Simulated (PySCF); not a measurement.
Potential energy of NdP along the bond

Set-up: basis Nd x2c-SVPall, P x2c-SVPall; spin-free X2C with a Gaussian nucleus; PySCF 2.14. Energies in eV from Nd (4f4 6s2) + P in their ground configurations at the same level. State: quartet, about 3.3 electrons in the 4f shell (Mulliken), real f orbitals that mix terms.

All columns are PBE0. A positive dipole means Nd(−)P(+).

```json
{"R (Å)": "2.018", "E (eV)": "-0.881", "μ (D)": "-5.50", "Mulliken charge on Nd (basis-dependent)": "0.10", "HOMO (eV)": "-3.87", "LUMO (eV)": "-1.87", "Mayer bond order": "3.22", "⟨S²⟩": "3.78"}
{"R (Å)": "2.111", "E (eV)": "-1.639", "μ (D)": "-6.12", "Mulliken charge on Nd (basis-dependent)": "0.16", "HOMO (eV)": "-4.05", "LUMO (eV)": "-2.00", "Mayer bond order": "3.18", "⟨S²⟩": "3.79"}
{"R (Å)": "2.205", "E (eV)": "-2.046", "μ (D)": "-6.60", "Mulliken charge on Nd (basis-dependent)": "0.19", "HOMO (eV)": "-4.21", "LUMO (eV)": "-2.12", "Mayer bond order": "3.15", "⟨S²⟩": "3.81"}
{"R (Å)": "2.276", "E (eV)": "-2.179", "μ (D)": "-6.88", "Mulliken charge on Nd (basis-dependent)": "0.21", "HOMO (eV)": "-4.30", "LUMO (eV)": "-2.20", "Mayer bond order": "3.12", "⟨S²⟩": "3.84"}
{"R (Å)": "2.346", "E (eV)": "-2.203", "μ (D)": "-7.08", "Mulliken charge on Nd (basis-dependent)": "0.23", "HOMO (eV)": "-4.36", "LUMO (eV)": "-2.27", "Mayer bond order": "3.07", "⟨S²⟩": "3.89"}
{"R (Å)": "2.416", "E (eV)": "-2.152", "μ (D)": "-7.16", "Mulliken charge on Nd (basis-dependent)": "0.25", "HOMO (eV)": "-4.38", "LUMO (eV)": "-2.29", "Mayer bond order": "2.98", "⟨S²⟩": "4.05"}
{"R (Å)": "2.510", "E (eV)": "-2.046", "μ (D)": "-7.19", "Mulliken charge on Nd (basis-dependent)": "0.28", "HOMO (eV)": "-4.34", "LUMO (eV)": "-2.25", "Mayer bond order": "2.74", "⟨S²⟩": "4.37"}
{"R (Å)": "2.627", "E (eV)": "-1.898", "μ (D)": "-7.31", "Mulliken charge on Nd (basis-dependent)": "0.32", "HOMO (eV)": "-4.13", "LUMO (eV)": "-2.19", "Mayer bond order": "2.41", "⟨S²⟩": "4.69"}
{"R (Å)": "2.768", "E (eV)": "-1.727", "μ (D)": "-7.50", "Mulliken charge on Nd (basis-dependent)": "0.36", "HOMO (eV)": "-3.93", "LUMO (eV)": "-2.12", "Mayer bond order": "2.06", "⟨S²⟩": "4.96"}
```

⟨S²⟩ of the unrestricted solution departs from its pure value on part of the curve, where spin states mix. Spin–orbit coupling is left out, which matters for elements this heavy, above all for dissociation energies. The state is the lowest single determinant that the PBE0 search found; with open d or f shells the true ground state can be another one.
